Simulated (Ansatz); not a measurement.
As2P2⁺, that is PPAsAs tetrahedron with one electron fewer. Total charge 1; doublet. Geometry r2SCAN-D4/def2-SVP, that of the neutral singlet; atoms count from 1.

```xyz
4

P     0.972    0.369    0.914
P    -0.973   -0.686    0.706
As    0.587   -0.884   -1.014
As   -0.587    1.201   -0.606
```

Estimate the Mulliken populations from the PBE0/def2-TZVP orbitals of Ansatz.


```
atom  charge (e)  spin (α − β)
  P1        0.16          0.26
  P2        0.16          0.26
 As3        0.34          0.24
 As4        0.34          0.24
```
Mulliken values and Mayer orders depend strongly on the basis.

Where does the spin sit?

Summed by element: P 0.51, As 0.49, of 1 unpaired in all. Largest on single atoms: P1 0.26, P2 0.26, As3 0.24.

And the Mayer bond orders between bonded heavy atoms (over 0.3)?

P1–P2 1.20 (2.22 Å); P1–As3 0.91 (2.33 Å); P1–As4 0.91 (2.33 Å); P2–As3 0.91 (2.33 Å); P2–As4 0.91 (2.33 Å); As3–As4 1.10 (2.43 Å).
